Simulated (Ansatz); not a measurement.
Ansatz (a first-principles code) input:

Ansatz 0.2 input:
```yaml
crystal:
  periodic: [false, false, false]
  atoms:
    - {symbol: O, position_ang: [-0.00000000, -0.00000000, -0.51622979]}
    - {symbol: O, position_ang: [0.00000000, 0.00000000, 0.51622979]}
basis:
  gaussian:
    orbitals: def2-TZVP
hamiltonian:
  xc: {name: SVWN5}
total_charge: 2
relax: {f_tol: 0.003, max_steps: 100}
```

### Question
Which total energy does the run end on?

### Answer
-147.98364 Eh (SVWN5/def2-TZVP). The basis has 62 functions.
